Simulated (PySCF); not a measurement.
Correlation energy of N⁺ (nitrogen, charge +1)

[He] 2s1 2p2 3s1, high-spin 5P determinant (an excited configuration). All numbers are calculated (PySCF 2.14, the spin-free X2C one-electron Hamiltonian (Gaussian nucleus), in aug-cc-pCVQZ-DK (9s8p6d4f2g, 109 functions)). Frozen: nothing; 6 electrons correlated.

MP2 pair energies summed by pair of shells (mhartree):

```tsv
pair	energy	share (%)
1s-1s	-39.61	55.7
1s-2p	-8.80	12.4
2p-2p	-7.87	11.1
2s-2p	-5.75	8.1
2p-3s	-3.83	5.4
1s-2s	-3.63	5.1
2s-3s	-1.27	1.8
1s-3s	-0.37	0.5
```

Total MP2 correlation energy: -71.13 mhartree.

Same-spin part -22.89 and opposite-spin part -48.23 mhartree; SCS-MP2 scales them by 1/3 and 6/5 to -65.51 mhartree.
